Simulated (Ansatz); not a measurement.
One change: `F[Si](F)(Cl)I` becomes `F[Si](F)([SiH3])Cl`.

Ansatz, PBE0-D4/def2-TZVP geometries, multiplicity 1. 

Elements past krypton have def2 core potentials.  Spin–orbit coupling is left out; it splits and shifts lone-pair levels of the heavy atoms by tenths of an eV.

```csv
property,`F[Si](F)(Cl)I`
HOMO energy (ωB97M-V/def2-TZVPP) / eV,-10.58
size of the dipole moment (PBE/def2-TZVPP) / D,0.99
size of the dipole moment (B3LYP/def2-TZVPP) / D,1.06
LUMO energy (PBE0/def2-TZVPP) / eV,-0.99
HOMO energy (B3LYP/def2-TZVPP) / eV,-8.18
"ideal-gas entropy at 298 K and 1 bar (rigid rotor, harmonic PBE0-D4/def2-TZVP) / J/(mol·K)",350
```

Task: What does the change do to each property? (An estimate is asked.)

Result: Computed: 
```csv
property,`F[Si](F)([SiH3])Cl`,shift
HOMO energy (ωB97M-V/def2-TZVPP) / eV,-11.07,-0.49
size of the dipole moment (PBE/def2-TZVPP) / D,1.77,0.78
size of the dipole moment (B3LYP/def2-TZVPP) / D,1.90,0.84
LUMO energy (PBE0/def2-TZVPP) / eV,-0.43,0.56
HOMO energy (B3LYP/def2-TZVPP) / eV,-8.81,-0.63
"ideal-gas entropy at 298 K and 1 bar (rigid rotor, harmonic PBE0-D4/def2-TZVP) / J/(mol·K)",362,12
```

With PBE0 the HOMO falls by 0.57 eV and the LUMO rises by 0.56 eV, so the gap widens by about 1.13 eV. PBE moves the HOMO by -0.50 eV and ωB97M-V by -0.49 eV. The zero-point energy changes by 62.9 kJ/mol with +9 modes. Dipoles are sizes alone; their direction can turn.

B3LYP here is the variant with VWN-RPA as its local correlation; programs differ in this.
